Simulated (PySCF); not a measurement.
## Ionisation energy of Nd³⁶⁺ by level of theory

Nd³⁶⁺ [Ar] 3d6 (5D) → Nd³⁷⁺ [Ar] 3d5 (6S), as a difference of total energies. All numbers are calculated (PySCF 2.14, the spin-free X2C one-electron Hamiltonian (Gaussian nucleus), in an uncontracted even-tempered set (18 s from 6.2 bohr⁻², ratio 2.5; 12 p from 8.1 bohr⁻², ratio 2.5; 8 d from 8.1 bohr⁻², ratio 2.5; 4 f from 32 bohr⁻², ratio 2.7; 3 g from 49 bohr⁻², ratio 2.7)). Correlated levels: outer shells: [Ne] frozen; virtual orbitals above 40 to 60 times the deepest correlated orbital energy dropped. The calculations carry no spin-orbit coupling.

```
                method  ionisation energy (eV)
                   UHF                  2521.5
                   LDA                  2523.7
                   PBE                  2524.6
                  PBE0                  2524.4
                r2SCAN                  2524.7
                  BLYP                  2524.8
                   M06                  2522.0
    MP2 (outer shells)                  2522.8
SCS-MP2 (outer shells)                  2523.0
```

Spin-orbit coupling is strong in these open shells (close to jj coupling). The scalar numbers leave it out and a first-order estimate fails, so it can dominate the gap to the real levels.

Breit and QED terms and the two-electron picture change are absent.

For comparison: 2525 ± 5 eV (theoretical estimate listed by NIST; NIST Atomic Spectra Database, ionization energies).
